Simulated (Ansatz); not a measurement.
`[SiH3][NH][SbH2]` + HI → `[SbH2][I]` + `N[SiH3]` at 600 K and 1 bar (ligand exchange at the Sb–N bond).

Program: Ansatz. Geometries: PBE0-D4/def2-TZVP. ΔE: electronic, gas phase. CCSD(T)/CBS adds triple-zeta CCSD(T) − MP2 to the extrapolated MP2 energy (def2 sets, frozen cores). This one scheme is used for every species. Elements past krypton have def2 core potentials. For I, Sb outer-core shells are correlated without core-valence functions, which leaves a few kJ/mol of doubt a bond.

```
           species  CCSD(T)/CBS energy (Eh)  H − E (kJ/mol)  S (J/(mol·K))
`[SiH3][NH][SbH2]`               -587.40566           197.8          423.5
                HI               -298.03592            31.6          227.0
       `[SbH2][I]`               -538.67582            67.0          339.6
         `N[SiH3]`               -346.80422           170.6          320.8
```

H − E and S are ideal-gas, rigid-rotor, harmonic terms from PBE0-D4/def2-TZVP, for one conformer and one mirror image of each species. 1 Eh = 2625.50 kJ/mol, R = 8.31446 J/(mol·K).

**Question.** By hand: ΔE, ΔH, ΔS and ΔG.

**Answer.** ΔE = (-538.67582) + (-346.80422) − (-587.40566) − (-298.03592) = -0.03846 Eh = -101.0 kJ/mol. Δ(H − E) = 67.0 + 170.6 − 197.8 − 31.6 = 8.2, so ΔH = -92.8 kJ/mol. ΔS = 339.6 + 320.8 − 423.5 − 227.0 = 9.9 J/(mol·K). ΔG = -92.8 − 600 × (9.9)/1000 = -98.7 kJ/mol.

**Question.** By hand: the equilibrium constant, and the temperature at which ΔG would vanish if ΔH and ΔS stayed fixed.

**Answer.** log₁₀ K = −ΔG/(RT ln 10) = 8.6. ΔH and −TΔS have one sign here, so there is no such temperature.

The number of gas molecules stays the same, so ΔS is small and ΔH decides. A doubt of 5 kJ/mol in ΔE shifts log₁₀ K by 0.4 here. Other conformers and mirror images would add mixing entropy, several J/(mol·K) or more a flexible species. These are equilibria of isolated gas molecules and say nothing of rates. Largest T1 diagnostic: 0.013 (customary marks: 0.02 for closed shells, 0.045 for open ones).

ΔS is within the doubt of such terms, so its sign, and with it that verdict, could turn.
